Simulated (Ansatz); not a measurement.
`[CH3][GeH]([Cl])[CH]=O`. Total charge 0; spin multiplicity 1. The geometry is a stationary point of PBE0-D4/def2-TZVP. It is one conformer, not always the lowest.

```xyz
10

C    -0.568    1.371   -0.339
Ge    0.420   -0.020    0.577
Cl   -0.541   -0.478    2.463
C     0.371   -1.730   -0.471
O     0.451   -1.715   -1.667
H    -0.170    1.482   -1.350
H    -1.620    1.095   -0.399
H    -0.472    2.317    0.194
H     1.872    0.368    0.908
H     0.256   -2.690    0.084
```

(1) What is the dipole moment at r2SCAN/def2-TZVPP? (Estimate.)

(2) And with PBE, B3LYP, ωB97M-V? (Estimate.)

(3) Give the Mulliken charges with r2SCAN, PBE, B3LYP in def2-TZVPP. (Best estimate.)

## Answers

(1) Computed: 1.17 D, with components (0.30, 1.11, -0.24) D in this frame, pointing from negative to positive charge.

(2) The calculation gave: PBE 1.12 D, B3LYP 1.16 D, ωB97M-V 1.19 D.

(3) The calculation gave: 
```json
{"atom": "C1", "r2SCAN": "-0.28", "PBE": "-0.36", "B3LYP": "-0.37"}
{"atom": "Ge2", "r2SCAN": "0.40", "PBE": "0.37", "B3LYP": "0.42"}
{"atom": "Cl3", "r2SCAN": "-0.34", "PBE": "-0.32", "B3LYP": "-0.33"}
{"atom": "C4", "r2SCAN": "0.12", "PBE": "0.04", "B3LYP": "0.05"}
{"atom": "O5", "r2SCAN": "-0.25", "PBE": "-0.18", "B3LYP": "-0.22"}
{"atom": "H6", "r2SCAN": "0.10", "PBE": "0.13", "B3LYP": "0.13"}
{"atom": "H7", "r2SCAN": "0.09", "PBE": "0.12", "B3LYP": "0.12"}
{"atom": "H8", "r2SCAN": "0.09", "PBE": "0.12", "B3LYP": "0.12"}
{"atom": "H9", "r2SCAN": "0.01", "PBE": "0.00", "B3LYP": "0.01"}
{"atom": "H10", "r2SCAN": "0.05", "PBE": "0.07", "B3LYP": "0.08"}
```

B3LYP here is the variant with VWN-RPA as its local correlation; programs differ in this.
